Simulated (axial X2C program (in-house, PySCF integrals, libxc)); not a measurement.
## SbOH⁻: properties at the nuclei

Calculated with an in-house all-electron X2C program for linear molecules (integrals from PySCF): two-component X2C with atomic mean-field Coulomb and Gaunt terms, Gaussian nuclei, basis Sb dyall-v3z, O dyall-av3z, H dyall-v3z with contracted cores.

Sb–O–H held linear, with bonds 2.043 and 0.948 Å (near the PBE0 minimum at charge -1 of the determinant lowest at the starting distance; the state shown can have its own minimum elsewhere, held linear; other orders of the atoms were not compared).

Determinant lowest in the PBE0 search, Ω = 3/2 (⟨Sz⟩ = 0.52, ⟨Lz⟩ = 0.98 at PBE0), spin on the atoms Sb 0.52, O 0.00, H 0.00:

```tsv
level	Eeff magnitude (GV/cm)	Ws magnitude Sb (kHz)	A∥/gI Sb (MHz)	qzz Sb (a.u.)	A∥/gI O (MHz)	qzz O (a.u.)	A∥/gI H (MHz)	qzz H (a.u.)
PBE0	1.98	0.812	312	8.91	28.1	1.97	1.57	0.56
HF	8.95	3.56	345	8.63	41	1.99	1.6	0.56
B3LYP	1.47	0.616	341	9.07	28.6	1.98	1.62	0.55
```

Determinant 0.33 eV from it at PBE0 and this distance, Ω = 1/2 (⟨Sz⟩ = -0.49, ⟨Lz⟩ = 0.99 at PBE0), spin on the atoms Sb -0.48, O -0.01, H 0.00:

```
level  Eeff magnitude (GV/cm)  Ws magnitude Sb (kHz)  A∥/gI Sb (MHz)  qzz Sb (a.u.)  A∥/gI O (MHz)  qzz O (a.u.)  A∥/gI H (MHz)  qzz H (a.u.)
 PBE0                     1.7                   1.83            2870           8.66            106          1.97            4.1          0.56
   HF                   0.878                  0.862            2810           8.87           46.6          2.01           2.83          0.56
B3LYP                    2.03                   2.21            2830           8.80            111          1.98           4.06          0.55
```

Eeff is the effective electric field on the electron electric dipole moment in this Ω state and Ws the scalar–pseudoscalar constant of the nucleus named (defined with the proton number Z and per Ω); A∥ (defined per Ω) follows by multiplying with gI = μI/(I μN); qzz is the electric field gradient, eQq0 = 234.96 MHz × Q/barn × qzz. The operators were transformed with the bare-nucleus X2C matrices; with these basis sets, hyperfine constants and field gradients can be off by tens of per cent, and where levels differ in sign neither size nor sign is settled.

(1) With gI(121Sb) = 1.3454, Q(121Sb) = -0.543 barn, gI(17O) = -0.7575, Q(17O) = -0.02558 barn, gI(1H) = 5.5857 (g factors from the IAEA table of nuclear moments by Stone; Q from Pyykkö, Mol. Phys. 2018), turn the PBE0 values of the first state into constants in MHz.

The molecule was held linear; bending was not examined, so a bent shape may lie lower.

Each state is one determinant with collinear spin. Unrestricted Hartree–Fock can overshoot spin polarisation at the nuclei. For an anion, determinants above electron detachment, or with a positive highest level, are held by the basis set. Where Eeff spreads by more than a factor of two the levels disagree and none is to be relied on. The search compared states at one distance, so a state with another bond length can lie lower. PBE0 term energies can be off by some tenths of an eV.

Answers

(1) A∥(121Sb) = 312 × 1.3454 = 420 MHz; eQq0(121Sb) = 234.96 × (-0.543) × (8.91) = -1140 MHz; A∥(17O) = 28.1 × -0.7575 = -21.3 MHz; eQq0(17O) = 234.96 × (-0.02558) × (1.97) = -11.8 MHz; A∥(1H) = 1.57 × 5.5857 = 8.77 MHz.
